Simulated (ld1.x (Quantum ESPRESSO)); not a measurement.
**Transferability test, TM potential for I**

| Quantity | Value |
| --- | --- |
| Element | iodine (I) |
| Generator | ld1.x (Quantum ESPRESSO) 7.5 |
| Type | norm-conserving Troullier–Martins (Kleinman–Bylander form) |
| Functional | PW91 |
| Relativity | fully relativistic |
| Frozen core | [Kr] 4d10 |
| Valence charge | 7 |
| Reference configuration | 5s2 5p5 |
| Partial waves | 5p (bound): rc 2.15 bohr; 5s (bound): rc 1.40 bohr |
| Local potential | the s channel |
| Core correction | Bessel-smoothed model core inside 1.10 bohr |

Open shells are filled in proportion to 2j + 1 (rel_dist='average').

Energies are relative to the spin-unpolarised reference configuration 5s2 5p5; without spin polarisation the order of configurations can differ from experiment.

| valence configuration | charge | ΔE all-electron (eV) | error AE − PS (meV) |
| --- | --- | --- | --- |
| 5s2 5p4 | +1 | 11.212 | -0.9 |
| 5s2 5p2 | +3 | 60.607 | -29 |
| 5s2 5p5.3 | -0.3 | -1.805 | -0.1 |
| 5s1 5p6 | 0 | 10.395 | -16 |
| 5s2 5p4.5 | +0.5 | 4.571 | -0.2 |

Problem. What are ΔE and the potential's error for 5s1 5p5?

Solution. ΔE = 22.170 eV all-electron; the error (AE − PS) is -21 meV.

Problem. What are ΔE and the potential's error for 5s2 5p3?

Solution. ΔE = 31.156 eV all-electron; the error (AE − PS) is -7.4 meV.
